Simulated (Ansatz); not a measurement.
The first iterations of a band of C$_{2}$H$_{10}$N$_{2}$Si (15 atoms, charge 0, multiplicity 1).

Theory: RKS BHLYP/cc-pVDZ (Ansatz 0.2.0).

```yaml
movable_images: 9
climbing_image: yes
spring: 5.0 eV/Å²
optimiser: quadratic models (default)
start_path: through a guess of the saddle point
force_threshold: 0.05 eV/Å
iteration_limit: 36
end_points: relaxed
```

Initial state:

```xyz
15
Properties=species:S:1:pos:R:3
N -1.219 0.165 1.574
C 0.149 -0.232 1.306
C 0.534 -0.390 -0.170
N -0.354 -1.380 -0.779
Si 0.426 1.233 -1.160
H -1.362 1.132 1.314
H -1.829 -0.373 0.969
H 0.322 -1.198 1.801
H 0.828 0.477 1.791
H 1.598 -0.690 -0.196
H -0.215 -2.284 -0.340
H -0.137 -1.513 -1.758
H 1.396 2.220 -0.609
H 0.780 0.954 -2.581
H -0.937 1.827 -1.132
```

Final state:

```xyz
15
Properties=species:S:1:pos:R:3
N -0.999 -0.074 1.443
C 0.495 -0.375 1.268
C 0.691 -0.421 -0.242
N -0.249 -1.433 -0.753
Si 0.440 1.252 -1.145
H -1.346 0.872 1.249
H -1.431 -0.694 0.748
H -1.309 -0.348 2.365
H 1.027 0.478 1.712
H 1.745 -0.691 -0.408
H 0.007 -2.325 -0.339
H -0.190 -1.539 -1.757
H 1.611 2.127 -0.864
H 0.261 1.170 -2.628
H -0.776 1.952 -0.620
```

| iteration | highest image above the first end (eV) | largest band force component (eV/Å) |
| --- | --- | --- |
| 1 | 4.307 | 5.228 |
| 2 | 3.762 | 3.477 |
| 3 | 3.501 | 1.535 |

Problem. Does the band converge within its limit, and where does its top end?

Solution. The forces met the threshold. It ended after 9 iterations with the highest image 3.613 eV above the first end. Neighbouring images differ by up to 1.6 eV, so the band resolves the path poorly. A vibrational analysis at the climbing image gives one clearly imaginary mode, 1641i cm⁻¹: a first-order saddle point. The orbitals stay closed-shell, which can raise the energy where a bond breaks towards radicals; this wasn't checked here.

Time of the run: 4.6 min on 2 threads of INTEL(R) XEON(R) PLATINUM 8581C CPU @ 2.10GHz (Emerald Rapids) (shared host), peak memory 0.34 GiB.
